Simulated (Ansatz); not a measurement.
```xyz
9

C    -1.333    0.079    0.888
O    -0.543   -0.036   -0.266
Sn    1.364   -0.554   -0.215
O     1.868   -0.180   -2.078
H    -2.242    0.629    0.627
H    -1.637   -0.900    1.280
H    -0.832    0.630    1.696
H     2.230    0.623    0.747
H     1.125   -0.291   -2.680
```

Charge 0, multiplicity 2. Sn takes the def2 core potential.

(1) List the r2SCAN/def2-TZVPP orbital energies in eV (Ansatz 0.2.0). (Estimate.)

Answers

(1) The calculation gave: α occupied: -515.63, -515.53, -274.22, -137.32, -92.18, -92.13, -92.09, -27.36, -27.02, -26.54, -26.49, -26.47, -25.51, -24.72, -17.30, -13.42, -11.82, -11.21, -10.98, -10.14, -8.65, -7.82, -7.40, -6.80, -5.53. α empty: -0.84, -0.37, 0.70, 1.97, 2.38, 2.79, 3.17, 3.36. β occupied: -515.51, -515.42, -274.22, -137.29, -92.12, -92.10, -92.08, -27.26, -26.91, -26.43, -26.41, -26.41, -25.33, -24.54, -17.25, -13.16, -11.71, -11.14, -10.92, -9.72, -8.23, -7.57, -7.07, -6.59. β empty: -3.97, -0.43, -0.05, 1.36, 2.09, 2.54, 2.97, 3.23. ⟨S²⟩ = 0.756.
